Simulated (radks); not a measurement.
Values are calculated unless marked as measured or tabulated.
How relativity changes the ionisation of neutral cadmium ([Kr] 4d10 5s2) to Cd+ ([Kr] 4d10 5s1). Spin-unpolarised spherical Kohn-Sham, PBE, point nucleus unless stated (finite: rms radius 4.6087 fm), a radial shooting solver on a logarithmic mesh with Libxc functionals. A level marked "c x" has the speed of light scaled by that factor.

| level | E(Cd) (hartree) | E(Cd+) (hartree) | IE (eV) | HOMO | <r> HOMO (bohr) |
|---|---|---|---|---|---|
| non-rel. | -5467.05158 | -5466.73070 | 8.732 | 5s | 3.033 |
| scalar-rel. | -5594.65385 | -5594.31308 | 9.273 | 5s | 2.899 |
| scalar-rel., finite nucleus | -5594.52756 | -5594.18681 | 9.272 | 5s | 2.899 |
| Dirac | -5596.03519 | -5595.69438 | 9.274 | 5s1/2 | 2.900 |
| Dirac, finite nucleus | -5595.90857 | -5595.56777 | 9.274 | 5s1/2 | 2.900 |
| Dirac, c x 0.75 | -5708.60094 | -5708.24091 | 9.797 | 5s1/2 | 2.788 |
| Dirac, c x 10 | -5468.26589 | -5467.94483 | 8.737 | 5s1/2 | 3.032 |
| Dirac, c x 100 | -5467.06372 | -5466.74283 | 8.732 | 5s1/2 | 3.033 |

NIST Atomic Spectra Database: 8.994 eV (measured). The relativistic part of the total energy of Cd is -128.9 hartree (Dirac, finite nucleus), 2.4 % of the non-relativistic value. Spin polarisation and multiplet splitting of open shells are left out at every level.

Beside tabulated values, note that relativity, absent from the non-relativistic runs, is large for the heavy elements, and spin-unpolarised runs miss the spin-polarisation part of the exchange energy of open shells.
